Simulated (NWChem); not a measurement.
System: B$_{2}$Cl$_{3}$, doublet; SMILES Cl[B]B(Cl)Cl

```xyz
5

Cl     0.0000     0.0000    -2.7456
B      0.0000     0.0000    -1.0540
B      0.0000     0.0000     0.5485
Cl     0.0000     1.5462     1.4218
Cl     0.0000    -1.5462     1.4218
```
Atoms are numbered in this order, from 1.

Level: PBE-D3(BJ)/def2-SVP, spin-unrestricted (NWChem), optimised geometry, unscaled harmonic frequencies. In the optimisation the excess spin sits in b1 (C2v, its own frame).

List the harmonic frequencies with IR intensities, and the thermochemistry.


```json
[
 {"frequency (cm⁻¹)": "50", "IR intensity (km/mol)": "0.0"},
 {"frequency (cm⁻¹)": "118", "IR intensity (km/mol)": "0.2"},
 {"frequency (cm⁻¹)": "206", "IR intensity (km/mol)": "0.6"},
 {"frequency (cm⁻¹)": "342", "IR intensity (km/mol)": "0.6"},
 {"frequency (cm⁻¹)": "391", "IR intensity (km/mol)": "5.1"},
 {"frequency (cm⁻¹)": "393", "IR intensity (km/mol)": "0.0"},
 {"frequency (cm⁻¹)": "801", "IR intensity (km/mol)": "227.6"},
 {"frequency (cm⁻¹)": "882", "IR intensity (km/mol)": "186.1"},
 {"frequency (cm⁻¹)": "1344", "IR intensity (km/mol)": "32.2"}
]
```

| Quantity | Result |
|---|---|
| zero-point energy | 6.5 kcal/mol |
| thermal correction to the enthalpy at 298.15 K (with zero-point energy) | 10.9 kcal/mol |
| heat capacity Cv | 17.6 cal/(mol K) |
| entropy at 298.15 K and 1 atm (symmetry number 2, electronic part: spin degeneracy alone) | 83.0 cal/(mol K) |
| dipole moment | 2.45 D |

Rigid rotor and harmonic oscillator; modes under 100 cm⁻¹ make the entropy uncertain.
